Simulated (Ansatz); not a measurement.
Ansatz (a quantum-chemistry and plane-wave program) input for B(Me)2(PH2) (C2H8BP), SMILES CB(C)P, B3LYP-D3(BJ)/def2-SVP. 

Ansatz 0.2 input:
```yaml
crystal:
  periodic: [false, false, false]
  atoms:
    - {symbol: B, position_ang: [0.23462072, -0.29253079, 0.21428841]}
    - {symbol: C, position_ang: [1.63398312, -0.77089908, -0.33055992]}
    - {symbol: H, position_ang: [1.82587074, -1.82213034, -0.12285775]}
    - {symbol: H, position_ang: [2.41736226, -0.21431952, 0.18693537]}
    - {symbol: H, position_ang: [1.78246661, -0.60262397, -1.39591417]}
    - {symbol: C, position_ang: [-0.29641969, -0.81481867, 1.60436539]}
    - {symbol: H, position_ang: [-0.91940679, -1.69564561, 1.43841112]}
    - {symbol: H, position_ang: [-0.92525074, -0.09067163, 2.12098056]}
    - {symbol: H, position_ang: [0.49684747, -1.12339304, 2.28255686]}
    - {symbol: P, position_ang: [-0.74488807, 1.03084691, -0.71834042]}
    - {symbol: H, position_ang: [-2.02294847, 0.57136463, -0.46008017]}
    - {symbol: H, position_ang: [-0.68010403, 0.49167629, -1.98920050]}
basis:
  gaussian:
    orbitals: def2-SVP
hamiltonian:
  xc: b3lyp
  dispersion: d3bj
relax: {f_tol: 0.002, max_steps: 200}
```

It prints:

```
WARN ansatz: RAYON_NUM_THREADS=1 ignored (pool sized by the plan → 1); use --threads N
Functional definition: B3LYP
integrals: 0.05 GiB planned
1110 factors; integrals over basis functions are off by at most 3.0e-4 eV
mean field: 0.38 GiB planned
mean field evaluation 1: about -12156.3602 eV, gradient 6.0e1 eV
mean field evaluation 2: about -12151.6459 eV, gradient 7.1e1 eV
mean field evaluation 4: about -12165.5483 eV, gradient 3.1e0 eV
mean field evaluation 8: about -12165.5962 eV, gradient 9.1e-2 eV
mean field evaluation 16: about -12165.5963 eV, gradient 1.3e-5 eV
mean field -12165.59625818 eV, -447.0774163506 hartree, gradient 1.3e-5 eV, S^2 0.000000; 0 other end points of the search recorded, 0 dependent functions left out
the calculation of the forces begins
reference -12165.59649437 eV, -447.0774250308 hartree; 20, 20 occupied and 80, 80 virtual orbitals, 1110 factors
relax step   1: F+E_penalty+E_count = -12166.01770010 eV  Δ(F+E_penalty+E_count) = +0.000e0 eV  max|allowed force component| = 9.606e-1 eV/Å  Δτ_max = 0.0000 Å  (25 SCF iters, accepted)
these checks for a lower state are left out or cut short: starts, cluster_reference, orbital_swaps, neighbouring_geometries, increment
integrals: 0.05 GiB planned
1110 factors; integrals over basis functions are off by at most 3.2e-4 eV
mean field: 0.38 GiB planned
mean field -12165.67628036 eV, -447.0803571117 hartree, gradient 7.4e-6 eV, S^2 0.000000; 0 other end points of the search recorded, 0 dependent functions left out
the calculation of the forces begins
reference -12165.67651713 eV, -447.0803658129 hartree; 20, 20 occupied and 80, 80 virtual orbitals, 1110 factors
relax step   2: F+E_penalty+E_count = -12166.09530184 eV  Δ(F+E_penalty+E_count) = -7.760e-2 eV  max|allowed force component| = 2.696e-1 eV/Å  Δτ_max = 0.0659 Å  (27 SCF iters, accepted)
these checks for a lower state are left out or cut short: starts, cluster_reference, orbital_swaps, neighbouring_geometries, increment
integrals: 0.05 GiB planned
1110 factors; integrals over basis functions are off by at most 3.3e-4 eV
mean field: 0.38 GiB planned
mean field -12165.68549554 eV, -447.0806957633 hartree, gradient 7.1e-6 eV, S^2 0.000000; 0 other end points of the search recorded, 0 dependent functions left out
the calculation of the forces begins
reference -12165.68573275 eV, -447.0807044805 hartree; 20, 20 occupied and 80, 80 virtual orbitals, 1110 factors
relax step   3: F+E_penalty+E_count = -12166.10332981 eV  Δ(F+E_penalty+E_count) = -8.028e-3 eV  max|allowed force component| = 3.737e-2 eV/Å  Δτ_max = 0.0394 Å  (26 SCF iters, accepted)
these checks for a lower state are left out or cut short: starts, cluster_reference, orbital_swaps, neighbouring_geometries, increment
integrals: 0.05 GiB planned
1110 factors; integrals over basis functions are off by at most 3.3e-4 eV
mean field: 0.38 GiB planned
mean field evaluation 32: about -12165.6694 eV, gradient 1.7e-3 eV
mean field -12165.68598486 eV, -447.0807137454 hartree, gradient 7.3e-6 eV, S^2 0.000000; 0 other end points of the search recorded, 0 dependent functions left out
the calculation of the forces begins
reference -12165.68622199 eV, -447.0807224597 hartree; 20, 20 occupied and 80, 80 virtual orbitals, 1110 factors
relax step   4: F+E_penalty+E_count = -12166.10398786 eV  Δ(F+E_penalty+E_count) = -6.581e-4 eV  max|allowed force component| = 1.874e-2 eV/Å  Δτ_max = 0.0193 Å  (27 SCF iters, accepted)
these checks for a lower state are left out or cut short: starts, cluster_reference, orbital_swaps, neighbouring_geometries, increment
integrals: 0.05 GiB planned
1110 factors; integrals over basis functions are off by at most 3.3e-4 eV
mean field: 0.38 GiB planned
mean field -12165.68632816 eV, -447.0807263615 hartree, gradient 7.4e-6 eV, S^2 0.000000; 0 other end points of the search recorded, 0 dependent functions left out
the calculation of the forces begins
reference -12165.68656528 eV, -447.0807350755 hartree; 20, 20 occupied and 80, 80 virtual orbitals, 1110 factors
relax step   5: F+E_penalty+E_count = -12166.10447638 eV  Δ(F+E_penalty+E_count) = -4.885e-4 eV  max|allowed force component| = 2.196e-2 eV/Å  Δτ_max = 0.0347 Å  (27 SCF iters, accepted)
these checks for a lower state are left out or cut short: starts, cluster_reference, orbital_swaps, neighbouring_geometries, increment
integrals: 0.05 GiB planned
1110 factors; integrals over basis functions are off by at most 3.3e-4 eV
mean field: 0.38 GiB planned
mean field -12165.68659216 eV, -447.0807360635 hartree, gradient 7.3e-6 eV, S^2 0.000000; 0 other end points of the search recorded, 0 dependent functions left out
the calculation of the forces begins
reference -12165.68682938 eV, -447.0807447808 hartree; 20, 20 occupied and 80, 80 virtual orbitals, 1110 factors
relax step   6: F+E_penalty+E_count = -12166.10461653 eV  Δ(F+E_penalty+E_count) = -1.402e-4 eV  max|allowed force component| = 1.982e-2 eV/Å  Δτ_max = 0.0240 Å  (27 SCF iters, accepted)
these checks for a lower state are left out or cut short: starts, cluster_reference, orbital_swaps, neighbouring_geometries, increment
integrals: 0.05 GiB planned
1110 factors; integrals over basis functions are off by at most 3.3e-4 eV
mean field: 0.38 GiB planned
mean field -12165.68673295 eV, -447.0807412373 hartree, gradient 7.4e-6 eV, S^2 0.000000; 0 other end points of the search recorded, 0 dependent functions left out
the calculation of the forces begins
reference -12165.68697028 eV, -447.0807499589 hartree; 20, 20 occupied and 80, 80 virtual orbitals, 1110 factors
relax step   7: F+E_penalty+E_count = -12166.10468904 eV  Δ(F+E_penalty+E_count) = -7.251e-5 eV  max|allowed force component| = 2.067e-2 eV/Å  Δτ_max = 0.0181 Å  (27 SCF iters, accepted)
these checks for a lower state are left out or cut short: starts, cluster_reference, orbital_swaps, neighbouring_geometries, increment
integrals: 0.05 GiB planned
1110 factors; integrals over basis functions are off by at most 3.3e-4 eV
mean field: 0.38 GiB planned
mean field -12165.68677907 eV, -447.0807429320 hartree, gradient 5.7e-5 eV, S^2 0.000000; 0 other end points of the search recorded, 0 dependent functions left out
the calculation of the forces begins
reference -12165.68701643 eV, -447.0807516551 hartree; 20, 20 occupied and 80, 80 virtual orbitals, 1110 factors
relax step   8: F+E_penalty+E_count = -12166.10472685 eV  Δ(F+E_penalty+E_count) = -3.781e-5 eV  max|allowed force component| = 5.631e-3 eV/Å  Δτ_max = 0.0027 Å  (19 SCF iters, accepted)
these checks for a lower state are left out or cut short: starts, cluster_reference, orbital_swaps, neighbouring_geometries, increment
integrals: 0.05 GiB planned
1110 factors; integrals over basis functions are off by at most 3.3e-4 eV
mean field: 0.38 GiB planned
mean field evaluation 64: about -12165.6864 eV, gradient 2.8e-1 eV
mean field -12165.68675641 eV, -447.0807420995 hartree, gradient 9.7e-6 eV, S^2 0.000000; 0 other end points of the search recorded, 0 dependent functions left out
the calculation of the forces begins
reference -12165.68699388 eV, -447.0807508261 hartree; 20, 20 occupied and 80, 80 virtual orbitals, 1110 factors
relax step   9: F+E_penalty+E_count = -12166.10473034 eV  Δ(F+E_penalty+E_count) = -3.495e-6 eV  max|allowed force component| = 3.429e-3 eV/Å  Δτ_max = 0.0097 Å  (22 SCF iters, accepted)
these checks for a lower state are left out or cut short: starts, cluster_reference, orbital_swaps, neighbouring_geometries, increment
integrals: 0.05 GiB planned
1110 factors; integrals over basis functions are off by at most 3.3e-4 eV
mean field: 0.38 GiB planned
mean field -12165.68678154 eV, -447.0807430229 hartree, gradient 9.3e-6 eV, S^2 0.000000; 0 other end points of the search recorded, 0 dependent functions left out
the calculation of the forces begins
reference -12165.68701896 eV, -447.0807517478 hartree; 20, 20 occupied and 80, 80 virtual orbitals, 1110 factors
relax step  10: F+E_penalty+E_count = -12166.10474055 eV  Δ(F+E_penalty+E_count) = -1.021e-5 eV  max|allowed force component| = 3.662e-3 eV/Å  Δτ_max = 0.0051 Å  (22 SCF iters, accepted)
these checks for a lower state are left out or cut short: starts, cluster_reference, orbital_swaps, neighbouring_geometries, increment
integrals: 0.05 GiB planned
1110 factors; integrals over basis functions are off by at most 3.3e-4 eV
mean field: 0.38 GiB planned
mean field -12165.68679851 eV, -447.0807436465 hartree, gradient 3.7e-5 eV, S^2 0.000000; 0 other end points of the search recorded, 0 dependent functions left out
the calculation of the forces begins
reference -12165.68703592 eV, -447.0807523713 hartree; 20, 20 occupied and 80, 80 virtual orbitals, 1110 factors
relax step  11: F+E_penalty+E_count = -12166.10474567 eV  Δ(F+E_penalty+E_count) = -5.119e-6 eV  max|allowed force component| = 1.486e-3 eV/Å  Δτ_max = 0.0022 Å  (19 SCF iters, accepted)
these checks for a lower state are left out or cut short: starts, cluster_reference, orbital_swaps, neighbouring_geometries, increment
integrals: 0.05 GiB planned
1110 factors; integrals over basis functions are off by at most 3.3e-4 eV
mean field: 0.38 GiB planned
mean field -12165.68680499 eV, -447.0807438848 hartree, gradient 5.1e-5 eV, S^2 0.000000; 0 other end points of the search recorded, 0 dependent functions left out
the calculation of the forces begins
reference -12165.68704242 eV, -447.0807526100 hartree; 20, 20 occupied and 80, 80 virtual orbitals, 1110 factors
relax step  12: F+E_penalty+E_count = -12166.10474748 eV  Δ(F+E_penalty+E_count) = -1.812e-6 eV  max|allowed force component| = 1.377e-3 eV/Å  Δτ_max = 0.0032 Å  (18 SCF iters, accepted)
these checks for a lower state are left out or cut short: starts, cluster_reference, orbital_swaps, neighbouring_geometries, increment
integrals: 0.05 GiB planned
1110 factors; integrals over basis functions are off by at most 3.3e-4 eV
mean field: 0.38 GiB planned
mean field -12165.68681094 eV, -447.0807441032 hartree, gradient 6.5e-5 eV, S^2 0.000000; 0 other end points of the search recorded, 0 dependent functions left out
the calculation of the forces begins
reference -12165.68704837 eV, -447.0807528286 hartree; 20, 20 occupied and 80, 80 virtual orbitals, 1110 factors
relax step  13: F+E_penalty+E_count = -12166.10474833 eV  Δ(F+E_penalty+E_count) = -8.488e-7 eV  max|allowed force component| = 8.448e-4 eV/Å  Δτ_max = 0.0037 Å  (19 SCF iters, accepted)
integrals: 0.05 GiB planned
1110 factors; integrals over basis functions are off by at most 3.3e-4 eV
mean field: 0.38 GiB planned
mean field evaluation 96: about -12165.6868 eV, gradient 9.3e-2 eV
mean field -12165.68681094 eV, -447.0807441032 hartree, gradient 6.5e-5 eV, S^2 0.000000; 1 other end points of the search recorded, 0 dependent functions left out
the calculation of the forces begins
reference -12165.68704837 eV, -447.0807528286 hartree; 20, 20 occupied and 80, 80 virtual orbitals, 1110 factors
Total energy: -12166.10498576 eV, -447.0961117446 hartree
Atom 0 at     0.235228    -0.298978     0.217449 Å, force    -0.000465    -0.000845    -0.000409 eV/Å
Atom 1 at     1.624014    -0.787925    -0.339017 Å, force     0.000813     0.000392     0.000465 eV/Å
Atom 2 at     1.749229    -1.873926    -0.181376 Å, force    -0.000081     0.000451    -0.000136 eV/Å
Atom 3 at     2.417486    -0.311620     0.269569 Å, force    -0.000324    -0.000452    -0.000383 eV/Å
Atom 4 at     1.829409    -0.556323    -1.394738 Å, force    -0.000119    -0.000239     0.000420 eV/Å
Atom 5 at    -0.273575    -0.790932     1.623333 Å, force     0.000750     0.000154    -0.000029 eV/Å
Atom 6 at    -0.771978    -1.765366     1.446339 Å, force    -0.000038     0.000436    -0.000141 eV/Å
Atom 7 at    -1.019789    -0.141622     2.106586 Å, force     0.000154    -0.000063    -0.000336 eV/Å
Atom 8 at     0.546369    -0.993498     2.332995 Å, force    -0.000316    -0.000018    -0.000012 eV/Å
Atom 9 at    -0.756626     1.028483    -0.735771 Å, force    -0.000214     0.000525     0.000548 eV/Å
Atom 10 at    -2.094155     0.633936    -0.450030 Å, force    -0.000296    -0.000028    -0.000122 eV/Å
Atom 11 at    -0.683480     0.524627    -2.064754 Å, force     0.000137    -0.000312     0.000134 eV/Å
Dipole moment:     0.031545    -0.237238     0.047949 e Å
```

The run converged.
